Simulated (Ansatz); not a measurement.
`FC[C@@H](F)[C@H](F)CF` + HCl → `FCC(F)Cl` + `FCCF`  (substitution at a C–C bond)

Program: Ansatz. Geometries: PBE0-D4/def2-TZVP. ΔE: electronic, gas phase. CCSD(T)/CBS adds triple-zeta CCSD(T) − MP2 to the extrapolated MP2 energy (def2 sets, frozen cores). This one scheme is used for every species. DFT in def2-TZVPP. B3LYP here is the variant with VWN-RPA as its local correlation; programs differ in this. Each species was taken in one conformer, which may not be the lowest.

| level | ΔE (eV) |
| --- | --- |
| B97M-V | 0.31 |
| PBE0-D4 | 0.28 |
| B3LYP-D4 | 0.26 |
| r2SCAN0-D4 | 0.31 |
| CAM-B3LYP-D4 | 0.32 |
| LC-ωPBE | 0.32 |
| SCS-MP2/def2-QZVPP | 0.30 |
| HF/CBS(def2) | 0.27 |

Q: What does CCSD(T)/CBS give? (Estimate.)

A: Computed: +0.34 eV. The listed levels differ from it by -0.03, -0.06, -0.08, -0.03, -0.02, -0.02, -0.04, -0.07 eV.

Largest T1 diagnostic among the species: 0.011.

At CCSD(T), def2-SVP lies +0.14 eV from the extrapolated value and def2-TZVPP +0.03 eV. From PBE to PBE0 (25 % exact exchange), in def2-TZVPP and without D4, ΔE moves by +0.06 eV. The D4 term adds +0.05 eV with B3LYP and +0.03 eV with PBE0; it sums over pairs of atoms, weighted by their polarisabilities, and B3LYP, whose exchange is more repulsive, gets the larger term.
